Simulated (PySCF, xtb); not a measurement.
Si(Me)2(OH)(PH2) (C2H9OPSi), SMILES C[Si](P)(C)O.

GFN2-xTB (xtb) at its own geometry gives an orbital gap of 4.88 eV and a dipole moment of 3.30 D.

Coordinates come from a B3LYP-D3(BJ)/def2-SVP optimisation. One conformer was computed; it need not be the lowest.

Task: What does PBE/def2-TZVP in PySCF give? (The exact figures need the calculation; the answer reports its results.)

Result: gap 5.54 eV (levels -6.05 and -0.51 eV), dipole 2.57 D.
